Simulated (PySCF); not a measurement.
Spinor energies of Rh⁴⁴⁺ (rhodium, charge +44)

Start: 1s1; 1s1/2 filled at m_j = +1/2. Calculated with PySCF 2.14 in an uncontracted even-tempered set (15 s from 92 bohr⁻², ratio 2.4; 10 p from 120 bohr⁻², ratio 2.4; 3 d from 360 bohr⁻², ratio 2.6; 3 f from 550 bohr⁻², ratio 2.6): generalised Hartree-Fock with the X2C-1e Hamiltonian and a Gaussian nucleus; one run each with spin-orbit coupling (SO) switched off, then screened by Boettger's factors.

```json
{"spinor shell": "1s1/2", "electrons": "1", "ε, spin-free (eV)": "-28336.2", "ε, screened SO (eV)": "-28336.2", "weight of nominal j (screened SO)": "1.000", "rms radius, screened SO (bohr)": "0.0367"}
```

| quantity | spin-free | screened SO |
| --- | --- | --- |
| E (hartree) | -1041.33493 | -1041.33493 |
| M_J | 1/2 | 1/2 |
| ⟨J²⟩ | 0.750 | 0.750 |
| ⟨L²⟩ | 0.000 | 0.000 |
| ⟨S²⟩ | 0.750 | 0.750 |

Breit and QED terms are absent; they matter most for the inner s and p1/2 levels.

Densities and radii are taken from the X2C orbitals without a picture-change correction, which distorts them close to the nucleus.

Without spin-orbit coupling the j labels of p, d and f shells carry no meaning; the spin-free column gives the mean over the occupied spinors of each nl shell.
